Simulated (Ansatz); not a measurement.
ClF₅Mo (`[F][Mo]([F])([F])([F])([F])[Cl]`). Charge 0, multiplicity 1. Mo: def2 effective core potential.

```xyz
7

F    -1.6169    0.7951   -0.4694
Mo   -0.0296    0.0146   -0.0086
F    -0.6489   -1.5509   -0.7031
F    -0.7595   -0.4133    1.6040
F     0.5127    1.6179    0.6635
F     0.6229    0.4806   -1.6437
Cl    1.9193   -0.9440    0.5572
```

(1) List the harmonic frequencies (cm⁻¹, unscaled) at PBE0-D4/def2-TZVP in Ansatz. (Estimate.)

(2) Is this a minimum?

(3) Give the ideal-gas thermochemistry at 298.15 K and 1 bar (rigid rotor, harmonic oscillator; point group C4v, symmetry number 4).

Answers

(1) Ansatz gave: 106, 106, 127, 231, 231, 262, 300, 300, 309, 415, 651, 676, 742, 742, 742.

(2) Yes, all 15 modes are real.

(3) Zero-point energy 35.5 kJ/mol; H(298) − E = 60.5 kJ/mol; entropy 376.1 J/(mol·K), of which translation 176.5, rotation 108.9, vibration 90.7; G(298) − E = -51.7 kJ/mol.
